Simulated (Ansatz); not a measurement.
Start from `C[Si@H](O)[Si@H](O)F` and change one atom or group to get `C[SiH2][SiH](O)F`.

Ansatz, PBE0-D4/def2-TZVP geometries, multiplicity 1. Each molecule was computed in one conformer, which needn't be the lowest.

| property | `C[Si@H](O)[Si@H](O)F` |
| --- | --- |
| size of the dipole moment (PBE/def2-TZVPP) / D | 1.45 |
| LUMO energy (B3LYP/def2-TZVPP) / eV | -0.68 |
| HOMO–LUMO gap (PBE0/def2-TZVPP) / eV | 7.27 |
| HOMO energy (ωB97M-V/def2-TZVPP) / eV | -9.80 |
| ideal-gas entropy at 298 K and 1 bar (rigid rotor, harmonic PBE0-D4/def2-TZVP) / J/(mol·K) | 407 |
| HOMO–LUMO gap (PBE/def2-TZVPP) / eV | 5.13 |

Question: Give the same properties after the change, and the shifts. (Estimate.)

Answer: Ansatz gave: 
```csv
property,`C[SiH2][SiH](O)F`,shift
size of the dipole moment (PBE/def2-TZVPP) / D,1.05,-0.40
LUMO energy (B3LYP/def2-TZVPP) / eV,-0.45,0.23
HOMO–LUMO gap (PBE0/def2-TZVPP) / eV,7.75,0.48
HOMO energy (ωB97M-V/def2-TZVPP) / eV,-10.04,-0.24
"ideal-gas entropy at 298 K and 1 bar (rigid rotor, harmonic PBE0-D4/def2-TZVP) / J/(mol·K)",379,-28
HOMO–LUMO gap (PBE/def2-TZVPP) / eV,5.69,0.56
```

With PBE0 the HOMO falls by 0.26 eV and the LUMO rises by 0.23 eV, so the gap widens by about 0.49 eV. PBE moves the HOMO by -0.31 eV and ωB97M-V by -0.24 eV. The zero-point energy changes by -17.0 kJ/mol with -3 modes. Dipoles are sizes alone; their direction can turn. Modes under 60 cm⁻¹, often nearly free rotors, make the harmonic entropy too high.

B3LYP here is the variant with VWN-RPA as its local correlation; programs differ in this.
